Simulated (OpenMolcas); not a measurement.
Computed levels of 4f⁹ in ions with 63 electrons, in cm-1 above ⁶H°_15/2.

| Quantity | Value |
| --- | --- |
| Program | OpenMolcas |
| Method | CASSCF |
| Basis | ANO-R2 |
| Scalar Hamiltonian | X2C, finite nucleus |
| Spin-orbit coupling | state interaction with AMFI integrals over the reference wave functions, term energies averaged over their components |

Active space for each ion: 9 electrons in 7 orbitals (4f).

```csv
Level,Tb2+,Ho4+
⁶H°_13/2,2909,4249
⁶H°_11/2,5034,7213
⁶H°_9/2,6683,9511
⁶H°_7/2,7974,11324
⁶F°_11/2,8816,11033
⁶H°_5/2,8949,12698
⁶F°_9/2,10075,12600
⁶F°_7/2,11664,14967
⁶F°_5/2,12871,16701
```

**Question.** Estimate ⁶H°_5/2, ⁶F°_11/2, ⁶F°_9/2 for Dy3+ from its neighbours Tb2+ and Ho4+.

**Answer.** ⁶H°_5/2 is fine structure, which grows about as the fourth power of a screened charge, so the fourth roots are averaged: ((8949^0.25 + 12698^0.25) / 2)^4 = 10701. The calculation gives 10739, so the estimate is off by -0.4 %.
⁶F°_11/2 is another term, which grows about linearly with the charge: (8816 + 11033) / 2 = 9924. The calculation gives 9931, so the estimate is off by -0.1 %.
⁶F°_9/2 is another term, which grows about linearly with the charge: (10075 + 12600) / 2 = 11338. The calculation gives 11359, so the estimate is off by -0.2 %.

High states are left out of the spin-orbit mixing, which shifts the levels that they would mix with. Without dynamic correlation excited terms often stand tens of per cent too high (terms of higher spin than the ground term too low), and those without a measured partner can miss by more than the paired ones. Levels of configurations outside the active space are missing.

° marks odd parity.
